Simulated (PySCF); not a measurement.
AlFCl₂, SMILES [F][Al]([Cl])[Cl].

The structure is a stationary point at PBE0-D3(BJ)/def2-SVP.

Calculation: M06-2X/def2-TZVPD (PySCF).

Computed frontier levels, gap, dipole moment and polarisability:
```json
{
  "highest_occupied_level": "-11.05 eV",
  "lowest_empty_level": "-1.18 eV",
  "orbital_gap": "9.87 eV",
  "dipole_moment": "0.56 D",
  "quadrupole, principal values (traceless, Buckingham form, about the centre of nuclear charge)": "-5.62, -1.86, 7.48 D·Å",
  "mean_static_polarisability": "48.1 bohr³ (7.13 Å³)",
  "polarisability_principal_values": "40.3, 46.0, 58.1 bohr³"
}
```
